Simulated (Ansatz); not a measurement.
Isolated molecules relaxed with PBE0-D4/def2-TZVP in Ansatz; ΔE leaves out vibrations. CCSD(T)/CBS is the MP2 limit (def2-TZVPP, def2-QZVPP) plus CCSD(T) − MP2 in def2-TZVPP, frozen cores. This one scheme is used for every species. Functionals use def2-TZVPP. Elements past krypton have def2 core potentials. For Sb outer-core shells are correlated without core-valence functions, which leaves a few kJ/mol of doubt a bond. One conformer a species, not always the lowest.

`[CH3][SbH][SiH3]` + H₂O → `[OH][SbH][SiH3]` + CH₄  (formal hydrolysis of the Sb–C bond)

(1) Is it downhill or uphill in electronic energy at CCSD(T)/CBS, and by how much? (Estimate.)

(2) What do these levels give: PBE-D4, B97M-V, PBE0-D4, r2SCANh-D4, PBE0, LC-ωPBE, RPA@PBE/def2-TZVPP, HF/def2-SVP, MP2/def2-SVP, CCSD/def2-SVP, CCSD(T)/def2-SVP, SCS-MP2/def2-TZVPP? (An estimate is asked.)

(3) What do rigid-rotor, harmonic-oscillator terms from PBE0-D4/def2-TZVP frequencies (298.15 K, 1 bar) make of the CCSD(T)/CBS value? (An estimate is asked.)

Largest T1 diagnostic among the species: 0.014.

Answers

(1) Computed: Downhill: ΔE = -15.1 kJ/mol.

(2) The calculation gave: PBE-D4 -22.2, B97M-V -36.5, PBE0-D4 -15.6, r2SCANh-D4 -22.5, PBE0 -18.4, LC-ωPBE -21.9, RPA@PBE/def2-TZVPP -17.4, HF/def2-SVP -17.0, MP2/def2-SVP -13.4, CCSD/def2-SVP -14.9, CCSD(T)/def2-SVP -15.2, SCS-MP2/def2-TZVPP -16.7 kJ/mol.

(3) The calculation gave: ΔZPE = +0.2 kJ/mol, ΔH = -15.6 kJ/mol, ΔS = -9 J/(mol·K), ΔG = -12.9 kJ/mol.

From r2SCAN to r2SCAN0 (25 % exact exchange), in def2-TZVPP and without D4, ΔE moves by +7.5 kJ/mol. In def2-TZVPP, CCSD(T) changes the Hartree–Fock value by +13.9 kJ/mol (the triples alone add +0.5 kJ/mol) and MP2 by +17.9 kJ/mol.
